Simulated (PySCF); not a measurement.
**Dipole moment and polarisability of 2-(trifluoromethyl)pyridine**

2-(trifluoromethyl)pyridine, C₆H₄F₃N.
Numbering: `[F:1][C:2]([F:3])([F:4])[c:5]1[cH:6][cH:7][cH:8][cH:9][n:10]1` (hydrogens: H11 on C6; H12 on C7; H13 on C8; H14 on C9)

Structure used (GFN2-xTB), in Å, numbered top down from 1:
```
atom  x, y, z in Å
F1     2.6354    0.1158   -1.2692
C2     2.1763   -0.0903   -0.0190
F3     2.6717    0.9181    0.7238
F4     2.7412   -1.2107    0.4223
C5     0.6657   -0.1159    0.0167
C6    -0.0417    1.0683   -0.1471
C7    -1.4262    0.9954   -0.1221
C8    -2.0278   -0.2395    0.0606
C9    -1.2171   -1.3566    0.2102
N10    0.1011   -1.2983    0.1881
H11    0.4770    2.0038   -0.2840
H12   -2.0212    1.8881   -0.2430
H13   -3.1016   -0.3352    0.0866
H14   -1.6335   -2.3434    0.3540
```

Level: PBE0/def2-SVPD (PySCF), static field, nuclei fixed, core orbitals frozen in the response. The polarisability tensor in these axes (au):

```
x   94.06  1.90 -0.91
y    1.90 80.20 -4.38
z   -0.91 -4.38 50.41
```

Problem. Diagonalise the tensor; give its mean and Δα, where Δα² is half the sum of the squared differences of the eigenvalues.

Solution. Principal values 49.77, 80.53 and 94.37 au; mean 74.89 au = 11.10 Å³ = 12.35 × 10⁻⁴⁰ C²·m²/J; Δα = 39.54 au (53 % of the mean).

Problem. What is the dipole moment, and where does it point?

Solution. (-4.11, 1.63, -0.14) D, 4.42 D in size, pointing from the negative to the positive side. Measured along this direction, the outermost atoms are F4 at the negative end and H13 at the positive end.

Problem. Find the Langevin capture rate constant for NO+ (29.998 u) meeting this molecule (147.030 u), k = 2.342 × 10⁻⁹ cm³/s × √(α in Å³ / reduced mass in u).

Solution. The reduced mass is 24.91 u, so k = 1.56 × 10⁻⁹ cm³/s. The formula leaves out the permanent dipole, which adds to the capture rate.

Problem. Orientational against electronic polarisability at 350 K (dilute gas, rigid molecules)?

Solution. In Gaussian units μ²/3kT = 134.73 Å³ against 11.10 Å³, a ratio of 12.14; the Debye molar polarisation (4π/3)N_A(α + μ²/3kT) is 367.9 cm³/mol, leaving out the vibrational part.

Problem. Estimate the molar refractivity from the static electronic polarisability.

Solution. Lorentz–Lorenz: R = (4π/3)N_A α = 2.5225 cm³/(mol·Å³) × 11.10 Å³ = 28.0 cm³/mol, in the limit of long wavelengths.

Problem. In TDDFT the mean static polarisability is Σ f/ω² over all singlet excitations (ω in hartree). How much of it do the 8 lowest give? Their energies (eV) and oscillator strengths: 4.88, 0.0027; 5.15, 0.0009; 5.67, 0.0384; 6.37, 0.0527; 7.39, 0.4826; 7.48, 0.4817; 7.67, 0.0542; 7.75, 0.0048.

Solution. They add up to 15.62 au, 20.9 % of the 74.89 au; the largest single term is 6.55 au, from the state at 7.39 eV. Terms in order: 0.08, 0.02, 0.88, 0.96, 6.55, 6.38, 0.68, 0.06 au. Higher excitations give the rest. The strengths listed sum to 1.118.

Isolated species at its GFN2-xTB geometry, gas phase.
